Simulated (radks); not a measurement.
Question: All-electron atom: Xe34+ in [Ar] 3d2. Method: scalar-relativistic Kohn-Sham, LB94 model potential, spin-polarised, spherical densities, finite nucleus; open shells are filled with parallel spins first (spin-orbit coupling, left out, can overturn this in heavy ions); Fermi nuclear charge, rms radius 4.7859 fm; computed with a radial shooting solver on a logarithmic mesh with Libxc functionals. Some entries of the table are withheld. Estimate them.

orbital,occ.,eigenvalue (hartree),<1/r> (bohr^-1),<r> (bohr)
1s down,1,-1333.146,58.16,0.02662
1s up,1,-1333.138,58.16,0.02662
2s down,1,-261.2433,13.45,0.1135
2s up,1,-261.2382,13.45,0.1135
2p down,3,-241.4743,12.84,0.09916
2p up,3,-241.4556,12.83,0.09922
3s up,1,(1),5.212,0.2851
3s down,1,(2),5.201,0.2855
3p up,3,-88.40169,5.007,0.2782
3p down,3,-88.05672,4.998,0.2787
3d up,2,-80.43825,(3),0.2471
3d down,0,-80.11544,(4),0.2472

Answer: 
(1) 3s up eigenvalue (hartree): -94.67772
(2) 3s down eigenvalue (hartree): -94.33729
(3) 3d up <1/r> (bohr^-1): 4.807
(4) 3d down <1/r> (bohr^-1): 4.809
